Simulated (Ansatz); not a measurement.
Stepwise reaction of `C[O][In]([F])[F]` with ammonia, as a gas-phase model of exchange steps in deposition or etching. ΔE in kJ/mol; ΔG adds harmonic PBE0-D4 terms to CCSD(T)/CBS, at 1 bar.

Program: Ansatz. Geometries: PBE0-D4/def2-TZVP. ΔE: electronic, gas phase. CCSD(T)/CBS is the MP2 limit (def2-TZVPP, def2-QZVPP) plus CCSD(T) − MP2 in def2-TZVPP, frozen cores. This one scheme is used for every species. DFT in def2-TZVPP. B3LYP here is the variant with VWN-RPA as its local correlation; programs differ in this. def2 core potentials past Kr. For In outer-core shells are correlated without core-valence functions, which leaves a few kJ/mol of doubt a bond. One conformer a species, not always the lowest.

| step | reaction | PBE-D4 | B3LYP-D4 | ωB97M-V | CCSD(T)/CBS | ΔG(400 K) |
| --- | --- | --- | --- | --- | --- | --- |
| 1 | `C[O][In]([F])[F]` + NH₃ → `C[O][In]([NH2])[F]` + H–F | 35.0 | 36.8 | 34.6 | 26.3 | 26.7 |
| 2 | `C[O][In]([NH2])[F]` + NH₃ → `C[O][In]([NH2])[NH2]` + H–F | 60.8 | 62.9 | 60.2 | 51.7 | 49.2 |

Question: By hand: ΔE of the 2 steps together at CCSD(T)/CBS.

Answer: (26.3) + (51.7) = 78.0 kJ/mol, or 39.0 kJ/mol a step.

In ΔE each step is higher than the one before. All are uphill at CCSD(T)/CBS. ΔG lies between 26.7 and 49.2 kJ/mol a step. PBE-D4 differs from CCSD(T)/CBS by 8.7 to 9.1 kJ/mol a step. Isolated molecules leave out the surface, adducts and barriers. Largest T1 diagnostic: 0.017.
